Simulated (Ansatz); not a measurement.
Input file for Ansatz (an electronic-structure program): R-wB97M-V/def2-TZVPP on F3HNTa (SMILES [NH]=[Ta]([F])([F])[F]), atoms moved off the minimum. Elements past Kr take the def2 small-core potentials; no spin–orbit coupling.

Ansatz 0.2 input:
```yaml
crystal:
  periodic: [false, false, false]
  atoms:
    - {symbol: Ta, position_ang: [0.04975285, -0.05514775, 0.00607372]}
    - {symbol: N, position_ang: [0.29439827, -1.05730516, -1.43954838]}
    - {symbol: H, position_ang: [0.35501934, -1.52499580, -2.16512116]}
    - {symbol: F, position_ang: [1.71734185, 0.41842473, 0.64382666]}
    - {symbol: F, position_ang: [-0.87738833, 1.50143996, -0.50437281]}
    - {symbol: F, position_ang: [-0.99719958, -0.98168067, 1.28244694]}
basis:
  gaussian:
    orbitals: def2-TZVPP
hamiltonian:
  xc: {name: wB97M-V}
scf: {lower_state_search: off}
output: {forces: true}
```

**Question.** Give the final energy of this run.

**Answer.** -412.1251 hartree.

**Question.** How many basis functions does it have, and what does it roughly cost on one machine?

**Answer.** 194 functions; roughly 11 core-seconds.
